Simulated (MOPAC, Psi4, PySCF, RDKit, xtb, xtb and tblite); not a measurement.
Two geometries of SMILES c1cc(-c2ccncc2)ccn1, relaxed at GFN2-xTB with one dihedral held; other torsions can differ between them too.

Structure A

```
20

C     -2.4236    -1.4589     1.1770
C     -1.1089    -1.3220     0.7646
C     -0.6985    -0.1085     0.2130
C      0.6784     0.0927    -0.2603
C      1.4382    -0.9646    -0.7606
C      2.7363    -0.7183    -1.1748
N      3.3109     0.4705    -1.1137
C      2.5984     1.4737    -0.6308
C      1.2916     1.3437    -0.1918
C     -1.6586     0.8964     0.0942
C     -2.9468     0.6473     0.5366
N     -3.3282    -0.5013     1.0681
H     -2.7741    -2.3844     1.6153
H     -0.4107    -2.1336     0.8995
H      1.0169    -1.9534    -0.8553
H      3.3518    -1.5140    -1.5741
H      3.1046     2.4296    -0.5918
H      0.7685     2.1950     0.2156
H     -1.4128     1.8467    -0.3541
H     -3.7165     1.4043     0.4595
```

Structure B

```
20

C      2.4369    -1.4855     1.1418
C      1.1238    -1.3353     0.7297
C      0.6948    -0.1033     0.2282
C     -0.6918     0.1155    -0.2246
C     -1.6541    -0.8970    -0.1775
C     -2.9413    -0.6373    -0.6158
N     -3.3345     0.5322    -1.0889
C     -2.4336     1.4974    -1.1391
C     -1.1205     1.3471    -0.7273
C      1.6566     0.9096     0.1826
C      2.9437     0.6502     0.6216
N      3.3372    -0.5196     1.0935
H      2.7875    -2.4320     1.5325
H      0.4578    -2.1789     0.8054
H     -1.4223    -1.8817     0.1934
H     -3.7002    -1.4084    -0.5866
H     -2.7838     2.4435    -1.5311
H     -0.4539     2.1901    -0.8047
H      1.4245     1.8948    -0.1869
H      3.7020     1.4220     0.5942
```

### Question
Which is lower in energy at the level Psi4 with B3LYP-D3(BJ)/def2-SVP // GFN2-xTB, and by how much?

### Answer
A is lower, by 3.39 kJ/mol (dihedral C2–C3–C4–C5: 30° in A, 0° in B).

E(B) − E(A) in kJ/mol at the other levels, on the same two geometries: GFN2-xTB (xtb and tblite) 7.43; MMFF94 // GFN2-xTB (RDKit) 10.58; B3LYP/def2-SVP // GFN2-xTB (Psi4) 3.28; PBE/def2-SVP // GFN2-xTB (Psi4) 2.81; PBE-D3(BJ)/def2-SVP // GFN2-xTB (Psi4) 2.89; UFF // GFN2-xTB (RDKit) 22.87; PM7, restricted, heats of formation // GFN2-xTB (MOPAC) 8.20; PM6, restricted, heats of formation // GFN2-xTB (MOPAC) 5.87; GFN1-xTB // GFN2-xTB (xtb) 4.76; restricted B3LYP/6-31G*, spherical d, density fitting // GFN2-xTB (PySCF) 5.34; restricted Hartree-Fock/STO-3G // GFN2-xTB (PySCF) 4.69; restricted Hartree-Fock/6-31G*, spherical d, density fitting // GFN2-xTB (PySCF) 8.79; restricted B3LYP/LANL2DZ, density fitting // GFN2-xTB (PySCF) 2.82.
